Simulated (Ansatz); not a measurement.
Computed with Ansatz on PBE0-D4/def2-TZVP structures; ΔE is electronic, products minus reactants. CBS: MP2 limit from def2 TZ/QZ plus the TZ coupled-cluster correction, frozen cores. For Ge, Se outer-core shells are correlated without core-valence functions, which leaves a few kJ/mol of doubt a bond. Scalar relativity is left out up to krypton. Each species was taken in one conformer, which may not be the lowest.

`CC(C)[NH][Ge]([Cl])([Cl])[Cl]` + H₂Se → `[Cl][Ge]([Cl])([Cl])[SeH]` + `CC(C)N`  (ligand exchange at a Ge–N bond)

```json
{"species": "`CC(C)[NH][Ge]([Cl])([Cl])[Cl]`", "CCSD(T)/CBS(def2) energy (Eh)": "-3629.28084"}
{"species": "H₂Se", "CCSD(T)/CBS(def2) energy (Eh)": "-2401.89790"}
{"species": "`[Cl][Ge]([Cl])([Cl])[SeH]`", "CCSD(T)/CBS(def2) energy (Eh)": "-5856.90733"}
{"species": "`CC(C)N`", "CCSD(T)/CBS(def2) energy (Eh)": "-174.28253"}
```

(1) Work out ΔE.

(2) What do rigid-rotor, harmonic-oscillator terms from PBE0-D4/def2-TZVP frequencies (298.15 K, 1 bar) make of the CCSD(T)/CBS value? (An estimate is asked.)

Largest T1 diagnostic among the species: 0.010.

Answers

(1) ΔE = (-5856.90733) + (-174.28253) − (-3629.28084) − (-2401.89790) = -0.01112 Eh = -0.30 eV.

(2) Computed: ΔZPE = +0.13 eV, ΔH = -0.20 eV, ΔS = 12 J/(mol·K), ΔG = -0.23 eV. Modes under 50 cm⁻¹ make the entropy rough.

From BLYP to BHLYP (50 % exact exchange), in def2-TZVPP and without D4, ΔE moves by +0.08 eV. At CCSD(T), def2-SVP lies +0.19 eV from the extrapolated value and def2-TZVPP +0.05 eV.
